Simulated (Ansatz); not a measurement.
Geometry optimisation, RHF/def2-SVPD (Ansatz 0.2.0).

Input:

```yaml
crystal:
  periodic: [false, false, false]
  atoms:
    - { symbol: Hf, position_ang: [0.0, 0.0, 0.0] }
    - { symbol: F, position_ang: [0.0, 0.0, 2.33] }
    - { symbol: F, position_ang: [1.8671, 0.0, -0.6593] }
    - { symbol: F, position_ang: [-0.9326, 1.6157, -0.6593] }
    - { symbol: F, position_ang: [-0.9326, -1.6157, -0.6593] }
    - { symbol: O, position_ang: [-2.2491, 0.0, 0.7473] }
    - { symbol: H, position_ang: [-2.7942, -0.6297, 0.1759] }
    - { symbol: H, position_ang: [-1.3253, 0.0, 1.9476] }
basis:
  gaussian: { orbitals: def2-SVPD }
hamiltonian:
  xc: hf
relax:
  f_tol: 0.15
  max_steps: 25
  restrain:
    - { distance: [0, 5], at: 2.07, k: 30.0 }
    - { distance: [7, 1], at: 0.92, k: 30.0 }
    - { distance: [0, 1], at: 3.18, k: 30.0 }
    - { distance: [7, 5], at: 2.21, k: 30.0 }
```

Run as:

```bash
$ ansatz run input.yaml --threads 4 --pin off --max-ram 5120MiB --backend cpu --events-out ev --progress --plain --runs-dir out
```

Problem. Where does it end, and by what steps?

Solution. It converged. The restraints hold the end off the free minimum. After 14 steps the energy has fallen by 3.553 eV (the restraints' own energy left out); F5 moved furthest, 1.62 Å. Parted: Hf1–F2, Hf1–H8. Joined: F2–H8.

| step | energy less start (eV) | largest force component (eV/Å) | accepted |
| --- | --- | --- | --- |
| 0 | 0.0000 | 3.568 | yes |
| 1 | -0.2554 | 4.755 | yes |
| 2 | -0.9302 | 2.092 | yes |
| 3 | -1.7356 | 1.556 | yes |
| 4 | -2.3177 | 1.933 | yes |
| 5 | -2.7537 | 1.084 | yes |
| 6 | -3.0592 | 1.045 | yes |
| 7 | -3.2759 | 0.894 | yes |
| 8 | -3.3876 | 0.907 | yes |
| 9 | -3.4487 | 0.865 | yes |
| 10 | -3.4688 | 1.362 | yes |
| 11 | -3.5392 | 0.998 | yes |
| 12 | -3.5344 | 0.956 | no |
| 13 | -3.5476 | 1.029 | yes |
| 14 | -3.5534 | 1.039 | yes |

```xyz
8
Properties=species:S:1:pos:R:3
Hf -0.437 -0.136 -0.498
F -0.275 0.878 2.504
F 1.283 -0.781 0.053
F -0.416 1.746 -0.868
F -0.839 -1.008 -2.154
O -1.906 -0.636 0.805
H -2.730 -1.090 0.825
H -1.047 0.398 2.555
```

Whether the end is a true minimum wasn't checked by a vibrational analysis.

Time of the run: 34 s on 4 threads of AMD EPYC 7R43 64-Core Processor (Zen 3), on a shared host, peak memory 0.52 GiB.
